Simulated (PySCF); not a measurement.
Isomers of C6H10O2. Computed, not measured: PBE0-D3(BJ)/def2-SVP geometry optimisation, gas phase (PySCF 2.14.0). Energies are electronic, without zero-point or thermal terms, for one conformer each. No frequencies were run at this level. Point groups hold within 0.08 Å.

Task: Order them by energy at this level, lowest first, and give relative energies in kcal/mol.
A. `[CH2:1]=[CH:2][C@@H:3]([CH3:4])[O:5][C:6]([CH3:7])=[O:8]` with C1–C2–C3–C4 112°, C2–C3–O5–C6 154°, C3–O5–C6–C7 180°
B. `[CH3:1][C:2](=[O:3])[CH:4]([CH3:5])[C:6]([CH3:7])=[O:8]` with C1–C2–C4–C5 -34°, C2–C4–C6–C7 85° (methylacetylacetone)

Result: B (0.0), A (7.4).

As drawn, the higher has a C(=O)–O unit and a C=C bond outside aromatic rings, which the lower lacks.

```json
{"SMILES": "CC(=O)C(C)C(C)=O", "E (Eh)": "-384.39859", "E rel (kcal/mol)": "0.0", "dipole (D)": "1.50", "point group": "C1", "A, B, C (MHz)": "2526, 1769, 1404"}
{"SMILES": "C=C[C@@H](C)OC(C)=O", "E (Eh)": "-384.38682", "E rel (kcal/mol)": "7.4", "dipole (D)": "1.77", "point group": "C1", "A, B, C (MHz)": "3729, 1188, 1077"}
```

Task: How do the relative energies change in single points at PBE0/pcSseg-1 (no added dispersion term) on the same geometries?

Result: 
```tsv
SMILES	PBE0-D3(BJ)/def2-SVP (kcal/mol)	PBE0/pcSseg-1 (kcal/mol)	shift
CC(=O)C(C)C(C)=O	0.0	0.0	0.0
C=C[C@@H](C)OC(C)=O	7.4	6.4	-1.0
```

Each column counts from its own lowest isomer. The order is unchanged; the largest shift is 1.0 kcal/mol.
